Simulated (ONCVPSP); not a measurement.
**Which change was made? (Cd, ONCV)**

- Element: Cd
- Generator: ONCVPSP 4.0.1
- Type: optimised norm-conserving Vanderbilt (ONCV)
- Functional: BLYP
- Relativity: fully relativistic
- Frozen core: [Ar] 3d10
- Valence charge: 20
- Reference configuration: 4s2 4p6 4d10 5s2
- Partial waves: 4s+5s: rc 1.45 bohr, ncon 4, nbas 8, qcut 7 1/bohr, 2 projectors; 4p: rc 1.00 bohr, ncon 4, nbas 8, qcut 8 1/bohr, 3 projectors, debl 3.8 Ha; 4d: rc 1.20 bohr, ncon 4, nbas 8, qcut 7.4 1/bohr, 2 projectors, debl 1.8 Ha
- Local potential: polynomial inside 0.95 bohr (lpopt 5, dvloc0 0 Ha)
- Core correction: none

Open shells are filled in proportion to 2j + 1.

Cutoffs, loose and tight: the cutoffs (Ha) at which the residual kinetic energy of the hardest occupied pseudo-wave falls to 1 and 0.1 mHa per electron. They do not see the model core or the augmentation charge, which bear on the density cutoff. Test errors are all-electron minus pseudo excitation energies from the reference, over the configurations 4s2 4p6 4d10 5s1; 4s2 4p6 4d10 5s0; 4s2 4p6 4d9 5s0; 4s2 4p6 4d10 5s1 5p1; variants that change the core or the reference have their own tests.

The base gives: outcome: generated; cutoff, loose: 168 Ha; cutoff, tight: 208 Ha; bound ghosts: none; GHOST(+) flags above zero: s, p3/2, p1/2; largest test error (meV): -0.5.

Question: After one change the result is: outcome: generated; cutoff, loose: 143 Ha; cutoff, tight: 332 Ha; bound ghosts: p3/2, p1/2; GHOST(+) flags above zero: s, p3/2, p1/2; largest test error (meV): +3.7. Which change was it?
A. all radii scaled by about 0.78 (s 1.14, p 0.78, d 0.94 bohr); local potential polynomial inside 0.74 bohr (lpopt 5, dvloc0 0 Ha)
B. all radii scaled by about 1.30 (s 1.88, p 1.30, d 1.56 bohr); local potential polynomial inside 1.22 bohr (lpopt 5, dvloc0 0 Ha)
C. all radii scaled by about 0.92 (s 1.34, p 0.92, d 1.10 bohr); local potential polynomial inside 0.88 bohr (lpopt 5, dvloc0 0 Ha)
D. all radii scaled by about 1.17 (s 1.70, p 1.16, d 1.40 bohr); local potential polynomial inside 1.12 bohr (lpopt 5, dvloc0 0 Ha)

Answer: A. The others give: all radii scaled by about 0.92 (s 1.34, p 0.92, d 1.10 bohr); local potential polynomial inside 0.88 bohr (lpopt 5, dvloc0 0 Ha) → outcome: generated; cutoff, loose: 204 Ha; cutoff, tight: 246 Ha; bound ghosts: p3/2, p1/2; GHOST(+) flags above zero: s, p3/2; largest test error (meV): +0.7 | all radii scaled by about 1.17 (s 1.70, p 1.16, d 1.40 bohr); local potential polynomial inside 1.12 bohr (lpopt 5, dvloc0 0 Ha) → outcome: generated; cutoff, loose: 44 Ha; cutoff, tight: 142 Ha; bound ghosts: none; GHOST(+) flags above zero: none; largest test error (meV): -1.7 | all radii scaled by about 1.30 (s 1.88, p 1.30, d 1.56 bohr); local potential polynomial inside 1.22 bohr (lpopt 5, dvloc0 0 Ha) → outcome: generated; cutoff, loose: 27 Ha; cutoff, tight: 85 Ha; bound ghosts: none; GHOST(+) flags above zero: none; largest test error (meV): -2.0.
